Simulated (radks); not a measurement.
Results of a calculation; reference values are marked as such.
Excited configurations of Pr: one electron is placed in a higher orbital outside [Xe] 4f3 6s1. The ground configuration is [Xe] 4f3 6s2. Level of theory: scalar-relativistic Kohn-Sham, PBE, spin-polarised, spherical densities, finite nucleus; open shells are filled with parallel spins first (spin-orbit coupling, left out, can overturn this in heavy ions); Fermi nuclear charge, rms radius 4.8919 fm (a radial shooting solver on a logarithmic mesh with Libxc functionals). Excitation = E - E(ground); binding = E(ion) - E, where the ion is the core of charge +1; n* = 1/sqrt(2 binding) in atomic units, and the quantum defect is n - n*.

outer orbital  excitation (eV)  binding (eV)     n*  eigenvalue (eV)  <r> (bohr)
5f                       4.429         0.990  3.706           -0.467       16.04
6p                       1.697         3.723  1.912           -2.029       5.712
6d                       3.849         1.570  2.944           -0.791       11.23
6f                       4.707         0.713  4.370           -0.401       26.91
7s                       3.241         2.178  2.499           -1.349       10.29

The Delta-SCF ionisation energy is 5.420 eV (NIST Atomic Spectra Database: 5.470 eV, semi-empirical). Self-interaction in the functional shifts the binding energies and quantum defects, so they are the method's values and not measured ones. Open shells are spherical and high-spin; term and fine-structure splittings are not resolved. Spin-orbit splitting is averaged out at the scalar-relativistic level.
